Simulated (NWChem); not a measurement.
System: B2Cl3, doublet; SMILES Cl[B]B(Cl)Cl

NWChem input:

```
start job
memory heap 200 mb stack 900 mb global 1100 mb
geometry units angstroms noautosym nocenter noautoz
  Cl     0.000000     0.000000    -2.745590
  B      0.000000     0.000000    -1.054049
  B      0.000000     0.000000     0.548482
  Cl     0.000000     1.546218     1.421801
  Cl     0.000000    -1.546218     1.421801
end
basis spherical
  Cl library def2-svp
  B library def2-svp
end
dft
  odft
  mult 2
  xc b3lyp
  iterations 150
  mulliken
end
task dft energy
esp
  recalculate
  probe 0.07
  range 0.3
  factor 1.0
  spacing 0.02
end
task esp
```

Output (shortened):

```
             Northwest Computational Chemistry Package (NWChem) 7.3.0
             --------------------------------------------------------

                             Geometry "geometry" -> ""
                             -------------------------

 Output coordinates in angstroms (scale by  1.889725989 to convert to a.u.)

  No.       Tag          Charge          X              Y              Z
 ---- ---------------- ---------- -------------- -------------- --------------
    1 Cl                  17.0000     0.00000000     0.00000000    -2.74559000
    2 B                    5.0000     0.00000000     0.00000000    -1.05404900
    3 B                    5.0000     0.00000000     0.00000000     0.54848200
    4 Cl                  17.0000     0.00000000     1.54621800     1.42180100
    5 Cl                  17.0000     0.00000000    -1.54621800     1.42180100

 Effective nuclear repulsion energy (a.u.)     248.2436131095

                                 NWChem DFT Module
                                 -----------------

 Summary of "ao basis" -> "ao basis" (spherical)
 ------------------------------------------------------------------------------
       Tag                 Description            Shells   Functions and Types
 ---------------- ------------------------------  ------  ---------------------
 Cl                         def2-svp                 8       18   4s3p1d
 B                          def2-svp                 6       14   3s2p1d

            General Information
            -------------------
          SCF calculation type: DFT
          Wavefunction type:  spin polarized.
          No. of atoms     :     5
          No. of electrons :    61
           Alpha electrons :    31
            Beta electrons :    30
          Charge           :     0
          Spin multiplicity:     2
          Use of symmetry is: off; symmetry adaption is: off
          Maximum number of iterations: 150
          AO basis - number of functions:    82
                     number of shells:    36
          Convergence on energy requested:  1.00D-06
          Convergence on density requested:  1.00D-05
          Convergence on gradient requested:  5.00D-04

              XC Information
              --------------
                         B3LYP Method XC Potential
                     Hartree-Fock (Exact) Exchange  0.200
                        Slater Exchange Functional  0.800 local
                    Becke 1988 Exchange Functional  0.720 non-local
              Lee-Yang-Parr Correlation Functional  0.810
                  VWN I RPA Correlation Functional  0.190 local

             Grid Information
             ----------------
          Grid used for XC integration:  medium
          Radial quadrature: Mura-Knowles
          Angular quadrature: Lebedev.
          Tag              B.-S. Rad. Rad. Pts. Rad. Cut. Ang. Pts.
          ---              ---------- --------- --------- ---------
          Cl                  1.00       88          11.0       590
          B                   0.85       49           9.0       434
          Grid pruning is: on
          Number of quadrature shells:   362
          Spatial weights used:  Erf1

      Superposition of Atomic Density Guess
      -------------------------------------

 Sum of atomic energies:       -1426.97854694

      Non-variational initial energy
      ------------------------------

 Total energy =   -1428.408762
 1-e energy   =   -2464.421525
 2-e energy   =     787.769150
 HOMO         =      -0.083085
 LUMO         =      -0.005711

     ---------------------------------------------
      Total Density - Mulliken Population Analysis
     ---------------------------------------------

    Atom       Charge   Shell Charges
 -----------   ------   -------------------------------------------------------
    1 Cl  17    17.09   2.00  1.99  1.22  0.67  5.94  2.11  3.14  0.02
    2 B    5     4.53   1.99  0.95  0.23  0.96  0.35  0.05
    3 B    5     4.80   1.99  0.84  0.21  1.23  0.45  0.09
    4 Cl  17    17.29   2.00  1.99  1.22  0.70  5.94  2.16  3.25  0.02
    5 Cl  17    17.29   2.00  1.99  1.22  0.70  5.94  2.16  3.25  0.02

     --------------------------------------------
      Spin Density - Mulliken Population Analysis
     --------------------------------------------

[...]

                     NWChem Electrostatic Potential Fit Module
                     -----------------------------------------

 Atom parameters

 Number of atoms is                                    5
 Number of basis functions is                         82

 Grid parameters

 Maximum number of grid points is                  27953
 Number of grid points is                          27952
 Grid range                                     0.300000 nm
 Grid spacing                                   0.020000 nm
 Probe radius                                   0.070000 nm
 Atom radius factor                             1.000000

 Atomic radii

    5    0.158000
   17    0.169000
 FASTESP  F
  using M.O. file = ./job.movecs

    Atom              Coordinates                           Charge

                                                  ESP

    1 Cl    0.000000    0.000000   -0.274559    0.040694
    2 B     0.000000    0.000000   -0.105405    0.117099
    3 B     0.000000    0.000000    0.054848    0.065785
    4 Cl    0.000000    0.154622    0.142180   -0.111774
    5 Cl    0.000000   -0.154622    0.142180   -0.111804
                                            ------------
                                               -0.000000

 Dipole moment                                  0.976907

 Quadrupole moment Qxx                          0.911102
                   Qyy                         -4.815387
                   Qzz                          3.904285

 RMS deviation kJ/mol                           0.094705

 RRMS %                                        42.987376
```

Level: B3LYP/def2-SVP, spin-unrestricted. In the optimisation the excess spin sits in b1 (C2v, its own frame). All runs use the structure optimised with PBE-D3(BJ)/def2-SVP, spin-unrestricted. No stability test was run on the SCF state. B3LYP is NWChem's, with the RPA form of VWN correlation.
